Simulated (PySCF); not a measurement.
**Electron correlation in S (sulfur, neutral)**

[Ne] 3s2 3p3 4s1, high-spin 5S determinant (an excited configuration). Calculation: PySCF 2.14, in aug-cc-pVQZ-DK (7s6p4d3f2g, 84 functions); the spin-free X2C one-electron Hamiltonian (Gaussian nucleus). Frozen: [Ne]; 6 electrons correlated.

MP2 pair energies summed by pair of shells (mhartree):

```json
{"pair": "3s-3p", "energy": "-63.38", "share (%)": "58.5"}
{"pair": "3p-3p", "energy": "-21.19", "share (%)": "19.5"}
{"pair": "3s-3s", "energy": "-11.26", "share (%)": "10.4"}
{"pair": "3p-4s", "energy": "-7.70", "share (%)": "7.1"}
{"pair": "3s-4s", "energy": "-4.89", "share (%)": "4.5"}
```

Total MP2 correlation energy: -108.41 mhartree.

Same-spin part -33.22 and opposite-spin part -75.19 mhartree; SCS-MP2 scales them by 1/3 and 6/5 to -101.30 mhartree.
